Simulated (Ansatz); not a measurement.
C₂H₃AlOS, relaxed with RKS PBE0-D4/def2-TZVP in Ansatz from a PBE-D4/def2-SVP geometry. The force threshold is 0.005 eV/Å; the program also tests the step.

Charge 0, multiplicity 1. The bonds changed during the relaxation, so this is another structure than the one it started from.

Start:

```xyz
8

C    -1.148    0.907    0.147
Al    0.423    0.011   -0.578
S     1.923   -0.393   -1.947
C     1.282   -1.475    0.529
O     1.925   -2.329    0.964
H    -0.876    1.572    0.994
H    -1.634    1.531   -0.630
H    -1.895    0.176    0.522
```

| step | energy (eV) | largest force (eV/Å) | largest move (Å) |
| --- | --- | --- | --- |
| 1 | -21593.5369 | 1.605 | 0.000 |
| 2 | -21593.5945 | 0.176 | 0.051 |
| 3 | -21593.5974 | 0.099 | 0.019 |
| 4 | -21593.5985 | 0.141 | 0.031 |
| 5 | -21593.5995 | 0.088 | 0.017 |
| 6 | -21593.6003 | 0.022 | 0.023 |
| 7 | -21593.6006 | 0.021 | 0.021 |
| 8 | -21593.6007 | 0.025 | 0.016 |
| 9 | -21593.6008 | 0.028 | 0.028 |
| 10 | -21593.6009 | 0.024 | 0.013 |
| 11 | -21593.6009 | 0.018 | 0.019 |
| 12 | -21593.6009 | 0.013 | 0.004 |
| 13 | -21593.6010 | 0.003 | 0.002 |

End:

```xyz
8

C    -1.136    0.892    0.140
Al    0.402    0.014   -0.635
S     1.846   -0.457   -1.995
C     1.288   -1.425    0.576
O     1.940   -2.232    1.018
H    -0.867    1.410    1.065
H    -1.553    1.628   -0.551
H    -1.920    0.170    0.382
```

It took 24 s on 2 threads of an AMD EPYC 9B45 on a shared host, with 0.45 GiB of host memory at the peak.
